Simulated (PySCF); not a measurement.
**EPR parameters of C6H12N**

Compound: C6H12N (doublet state).
Structure used (GFN2-xTB), in Å, numbered top down from 1:
```xyz
19
C6H12N angstrom
C      2.4277    0.3478   -0.7241
C      1.0496   -0.2278   -1.0330
N      0.1472    0.0209    0.0573
C      0.2591   -0.6319    1.3542
C     -1.2726   -0.5867    1.4764
C     -1.2534   -0.1515    0.0352
C     -2.1975    0.7339   -0.6899
H      2.3470    1.4092   -0.5044
H      2.8614   -0.1528    0.1383
H      3.0920    0.2126   -1.5734
H      1.1420   -1.3092   -1.2379
H      0.6326    0.2506   -1.9227
H      0.8206   -0.0408    2.0807
H      0.6775   -1.6430    1.3054
H     -1.7549   -1.5434    1.6808
H     -1.6432    0.1527    2.1922
H     -3.1878    0.2805   -0.7086
H     -2.2934    1.7221   -0.2190
H     -1.8637    0.8839   -1.7150
```

The hyperfine couplings belong to this conformer and change with its torsions.

As a line formula: `CCN1CC[C]1C` [radical].

Computed with UKS B3LYP, pcH-1 on C H N, non-relativistic, mean-field spin-orbit, GIAO (PySCF 2.14.0). Isolated species at its GFN2-xTB geometry (one conformer only). A GFN2-xTB geometry isn't a minimum of the functional, and hyperfine couplings can be far from their values at a DFT geometry. Stability of the SCF solution: not tested.

* g1, g2, g3: 2.00213, 2.00293, 2.00325
* g_iso: 2.00277
* Form of g: rhombic: the two nearest values differ by 29 % of g3 − g1
* ⟨S²⟩: 0.7536 (exact 0.7500)
* α and β electrons: 28, 27
* HOMO–LUMO gap, α and β orbitals: 5.11, 6.04 eV
* Total energy: -290.55890 Eh

Hyperfine couplings atom by atom, in mT; T1 to T3 are the principal values of the dipolar part; ρ(0) is the spin density at the nucleus (MHz turned into mT with g_iso):

| atom | isotope | a_iso | T1 | T2 | T3 | Mulliken spin population | ρ(0) (bohr⁻³) |
| --- | --- | --- | --- | --- | --- | --- | --- |
| C1 | 13C | 0.09 | -0.02 | -0.01 | 0.03 | 0.00 | 0.0023 |
| C2 | 13C | 1.26 | -0.11 | -0.07 | 0.18 | -0.01 | 0.0314 |
| N3 | 14N | 0.32 | -0.40 | -0.39 | 0.79 | 0.14 | 0.0276 |
| C4 | 13C | -0.02 | -0.06 | -0.03 | 0.09 | 0.00 | -0.0006 |
| C5 | 13C | -0.58 | -0.09 | 0.00 | 0.09 | -0.06 | -0.0146 |
| C6 | 13C | 5.32 | -2.41 | -2.35 | 4.76 | 0.78 | 0.1327 |
| C7 | 13C | 0.51 | -0.11 | -0.07 | 0.18 | -0.05 | 0.0126 |
| H8 | 1H | -0.01 | -0.07 | -0.06 | 0.13 | 0.00 | -0.0001 |
| H9 | 1H | 0.00 | -0.06 | -0.05 | 0.11 | 0.00 | 0.0000 |
| H10 | 1H | -0.03 | -0.04 | -0.03 | 0.07 | 0.00 | -0.0002 |
| H11 | 1H | 0.67 | -0.13 | -0.09 | 0.23 | 0.03 | 0.0042 |
| H12 | 1H | 0.03 | -0.14 | -0.10 | 0.24 | 0.00 | 0.0002 |
| H13 | 1H | 0.39 | -0.10 | -0.09 | 0.19 | 0.00 | 0.0024 |
| H14 | 1H | 0.09 | -0.12 | -0.08 | 0.21 | 0.01 | 0.0005 |
| H15 | 1H | 2.36 | -0.18 | -0.13 | 0.31 | 0.02 | 0.0148 |
| H16 | 1H | 2.14 | -0.13 | -0.09 | 0.23 | 0.04 | 0.0134 |
| H17 | 1H | 0.78 | -0.20 | -0.15 | 0.35 | 0.01 | 0.0049 |
| H18 | 1H | 3.84 | -0.14 | -0.10 | 0.25 | 0.07 | 0.0241 |
| H19 | 1H | 0.57 | -0.18 | -0.15 | 0.33 | 0.00 | 0.0036 |

The Mulliken spin populations are largest on C6 (+0.78), N3 (+0.14) and H18 (+0.07). The angles at C6 add up to 345.6°, so it is pyramidal.

Under fast tumbling the dipolar parts average out, and these isotropic splittings remain: 2 × 1H (H15/H16, I = 1/2, 3 lines) with 2.25 mT, 3 × 1H (H17/H18/H19, I = 1/2, 4 lines) with 1.73 mT, 2 × 1H (H11/H12, I = 1/2, 3 lines) with 0.35 mT, 1 × 14N (N3, I = 1, 3 lines) with 0.32 mT and 2 × 1H (H13/H14, I = 1/2, 3 lines) with 0.24 mT.

Class means assume fast exchange of nuclei equivalent by connectivity; if that motion is slow, each nucleus keeps its own coupling. The three 1H nuclei of mean +48.5 MHz run from 16.0 to 107.7 MHz in the frozen geometry. The 1H value of +9.9 MHz is a mean of couplings from 1.0 to 18.8 MHz in this one geometry, not an average over conformers. The 1H value of +6.7 MHz is a mean of couplings from 2.4 to 10.9 MHz in this one geometry, not an average over conformers.

The 13C coupling of C6 (149.1 MHz) shows only in satellite lines or after enrichment, since that isotope makes up about 1.07 % of natural carbon.

β density exceeds α density at some nuclei, such as C5 (-0.0146), spin density in bohr⁻³. In a single determinant that takes different orbitals for the two spins, that is spin polarisation.
